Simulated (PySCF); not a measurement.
A GIAO shielding run with PySCF 2.14.0 with density-fitted response routines (density fitting, non-relativistic, gas phase) on `C#CC[C@@]1(F)OC[SiH2]1`, C5H7FOSi:

```
$ OMP_NUM_THREADS=1 python probes_run.py task.json out

{"job": {"kind": "nmr", "xc": "PBE0", "basis": "pcSseg-1"}, "charge": 0, "multiplicity": 1}
C      2.633876     0.009140    -1.018334
C      1.772918    -0.676723    -0.548530
C      0.717176    -1.476107     0.031012
C     -0.538352    -0.641331     0.254999
F     -1.553624    -1.536872     0.644278
O     -0.382801     0.313332     1.264923
C     -1.046097     1.475272     0.730910
Si    -1.253204     0.658921    -0.997364
H      3.406139     0.588595    -1.427827
H      0.468159    -2.309912    -0.631003
H      1.045635    -1.873491     0.996293
H     -0.384105     2.338402     0.821322
H     -1.960172     1.676576     1.295783
H     -2.613602     0.362529    -1.428393
H     -0.316358     1.099657    -2.021291
```

Hardware: 1 thread of an Arm Neoverse N1, shared host. The job also computes population analyses, field gradients, ring-centre shieldings.

Problem. How large is the calculation?

Solution. 68 electrons, 178 basis functions and 944 auxiliary functions.

Problem. How long does it take, and how much memory does it need?

Solution. 47 s of wall time, with 14 SCF cycles and 5 response iterations; peak memory 0.82 GiB. Times on a shared host scatter by some tens of per cent.
